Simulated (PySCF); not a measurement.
An excited-state job on `Br[SiH2][SiH2]Br`.

Method: TDDFT B3LYP/def2-SVPD, vertical, gas phase, core orbitals frozen in the response (PySCF 2.14.0, density-fitted response routines). Geometry: GFN2-xTB. The command runs a driver script over a list of jobs; the input below is this job's line of settings and its coordinates in Å.

Command:
```bash
OMP_NUM_THREADS=1 python probes_run.py task.json out
```

Input:
```
{"job": {"kind": "uv", "xc": "B3LYP", "basis": "def2-SVPD", "nstates": 8, "ntriplets": 3}, "charge": 0, "multiplicity": 1}
Br     2.465091     1.167110    -0.620961
Si     1.073596    -0.414386     0.120092
Si    -1.070913     0.417913    -0.125505
Br    -2.461644    -1.167128     0.612232
H      1.495279    -0.653698     1.495917
H      1.383660    -1.582607    -0.696743
H     -1.384672     1.584650     0.692297
H     -1.491340     0.657559    -1.501894
```

Q: Estimate the output.

A: 
```
coarse grid: 37376 points
cycle   1  E = -5729.0595879860  dE = -1.989e+00  |g| = 2.814e-01  |ddm| = 3.407e+00
cycle   2  E = -5729.0499382165  dE =  9.650e-03  |g| = 2.923e-01  |ddm| = 8.855e-01
cycle   3  E = -5729.0800566059  dE = -3.012e-02  |g| = 7.602e-02  |ddm| = 5.521e-01
cycle   4  E = -5729.0812460863  dE = -1.189e-03  |g| = 5.498e-03  |ddm| = 8.122e-02
cycle   5  E = -5729.0812517042  dE = -5.618e-06  |g| = 1.642e-03  |ddm| = 1.357e-02
final grid: 71488 points
cycle   6  E = -5729.0811540371  dE = -1.307e-07  |g| = 1.641e-03  |ddm| = 5.131e-03
cycle   7  E = -5729.0811540115  dE =  2.558e-08  |g| = 1.635e-03  |ddm| = 4.670e-03
cycle   8  E = -5729.0811546155  dE = -6.040e-07  |g| = 1.570e-04  |ddm| = 2.298e-03
cycle   9  E = -5729.0811546225  dE = -7.023e-09  |g| = 1.393e-05  |ddm| = 2.345e-04
cycle  10  E = -5729.0811546226  dE = -8.185e-11  |g| = 1.062e-06  |ddm| = 2.822e-05
converged SCF energy = -5729.0811546226

Static polarisability (au): isotropic 101.069, principal 79.274 90.301 133.632

Singlet excitations
state   eV       nm        f      main configurations
  1   5.3120    233.4   0.05732   H->L 0.98
  2   5.6866    218.0   0.00000   H-1->L 0.99
  3   5.7764    214.6   0.01064   H-2->L 0.98
  4   6.0014    206.6   0.00000   H-3->L 0.97
  5   6.3986    193.8   0.00621   H->L+1 0.98
  6   6.7144    184.7   0.00003   H->L+3 0.82, H-1->L+1 0.12
  7   6.7335    184.1   0.11138   H->L+2 0.90
  8   6.8538    180.9   0.00000   H-1->L+1 0.85, H->L+3 0.13

Triplet excitations (Tamm-Dancoff, eV): 4.8645 5.4490 5.5275
```

The SCF starts on a coarse grid where the log names one; the energy can jump when the final grid takes over, and dE then counts from the start density on the new grid. H and L stand for HOMO and LUMO; the number after each pair is its weight.

Q: Which computed singlet has the largest oscillator strength, and what do all of them sum to?

A: State 7 at 6.73 eV (184 nm), f = 0.111; the 8 states sum to 0.186.

Q: How does the lowest singlet excitation compare with the HOMO–LUMO gap?

A: HOMO -7.83 eV and LUMO -1.60 eV give a gap of 6.23 eV; S1 at 5.31 eV lies 0.92 eV below it.

Main results: HOMO -7.83 eV, LUMO -1.60 eV; lowest singlet 5.31 eV; lowest triplet 4.86 eV (Tamm–Dancoff); mean polarisability 101.1 au.

 The B3LYP/def2-SVPD calculation is non-relativistic and has no spin–orbit coupling, an omission that weighs most on bromine.

Q: Estimate the wall time. Hardware: an Arm Neoverse N1 with one thread (shared host).

A: About 37 s.

One conformer stands for the species.
Labels such as C1 count atoms from 1, the log's own numbers from 0.
